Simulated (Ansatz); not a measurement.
Species: C3H6O, charge 0, singlet. C3H6O (SMILES C1CCO1).
B3LYP-D3(BJ)/def2-TZVP minimum from Ansatz (an electronic-structure program):
```xyz
10

C     -0.1065     0.8404    -0.6585
C      1.0385     0.0150    -0.0468
O      0.1062    -0.8381     0.6568
C     -1.0261    -0.1131     0.1237
H     -0.1455     1.8823    -0.3479
H     -0.1925     0.7842    -1.7416
H      1.6479    -0.5521    -0.7551
H      1.6950     0.5503     0.6440
H     -1.6216     0.3445     0.9179
H     -1.6687    -0.7580    -0.4813
```

Property: atomisation energy (electronic, to ground-state atoms), in kcal/mol. Open shells are spin-unrestricted; no spin-orbit coupling. CBS(X,Y): correlation extrapolated as X^-3, Hartree-Fock from the larger set. A bracket is a step between two methods taken in the basis named. The functionals are non-relativistic, so their misses hold any scalar relativity. Double hybrids freeze cores in their MP2 part. 'core' is core correlation in cc-pwCVTZ, 'X2C' scalar relativity in cc-pVTZ-DK, both at CCSD(T). Where a partner has so few electrons that a lower coupled-cluster level is exact, that level stands in.

CCSD(T)/CBS(cc-pVTZ,cc-pVQZ) + [CCSDT(Q) - CCSD(T)]/cc-pVDZ + core + X2C (Ansatz) gives 948.8 kcal/mol.

Task: What does PBE/def2-TZVPD (Ansatz) give here, and how do the other levels compare?

Result: PBE gives 968.2 kcal/mol, 19.4 kcal/mol above it. Differences of the others: B3LYP/def2-TZVPD (Ansatz) -8.9; wB97M-V/def2-TZVPD (Ansatz) 0.2; B2PLYP/def2-TZVPD (Ansatz) -14.4; CCSD(T)/CBS(cc-pVTZ,cc-pVQZ) + core + X2C (Ansatz) -0.6 kcal/mol. Nearer than PBE: B3LYP/def2-TZVPD, wB97M-V/def2-TZVPD, B2PLYP/def2-TZVPD, CCSD(T)/CBS(cc-pVTZ,cc-pVQZ) + core + X2C.
